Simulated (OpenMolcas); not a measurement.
**2s² 2p⁴ along the 8-electron sequence**

```yaml
Program: OpenMolcas
Method: SS-RASPT2, IPEA 0.25 Eh, imaginary shift 0.1 Eh
Basis: ANO-RCC-VTZP
Scalar_Hamiltonian: DKH2, point nucleus
Spin-orbit_coupling: state interaction with AMFI integrals over the reference wave functions, term energies averaged over their components
```

Active space for each ion: 6 electrons in 9 orbitals (RAS2 2s 2p; RAS3 3d, at most 2 electrons); closed shells correlated by CASPT2: 1s.

Computed levels in cm-1 above ³P₂:

| Level | O | F+ | Ne2+ |
| --- | --- | --- | --- |
| ³P₁ | 148 | 322 | 598 |
| ³P₀ | 221 | 477 | 881 |
| ¹D₂ | 16020 | 21130 | 26290 |
| ¹S₀ | 34080 | 45280 | 56340 |
| weight of ³P in the lowest level (%) | 100 | 100 | 100 |

Measured, with the error of the calculation in %. Measured levels: O, F+ from NIST Handbook of Basic Atomic Spectroscopic Data; Ne2+ from Moore, Atomic Energy Levels, vol. I, NSRDS-NBS 35 (1971 reprint of NBS Circular 467, 1949).

| Level | O | F+ | Ne2+ |
| --- | --- | --- | --- |
| ³P₁ | 158 (-6.2) | 341 (-5.7) | 650 (-8.1) |
| ³P₀ | 227 (-2.6) | 490 (-2.6) | 927 (-5.0) |
| ¹D₂ | 15868 (+1.0) | 20873 (+1.2) | 25841 (+1.7) |
| ¹S₀ | 33793 (+0.9) | 44918 (+0.8) | 55747 (+1.1) |

The fine-structure level ³P₀ changes by a factor of 3.99 from O to Ne2+. Its fourth root runs 3.86, 4.67, 5.45, with steps per unit of Z of 0.82, 0.77; equal steps would mean a (Z - σ)^4 law with constant σ.

¹D₂ changes by a factor of 1.64 over the same range, with steps per unit of Z of +5110, +5160 cm-1.

CASPT2 breaks the degeneracy within a term, and the mean is taken; among the terms shown or strongly mixed into the levels shown the widest spread is 28 cm-1 (2s² 2p⁴ ¹D, O). Active for correlation alone: 3d; no level in the range computed is led by a configuration that fills it, so any true level of that kind is missing. Computed and measured levels are paired by configuration, term and J; levels that our copy of the source lacks, or whose pairing is in doubt (as where it misses far off the trend of its configuration), stay unpaired and out of the deviations. Only configurations of the active space appear.
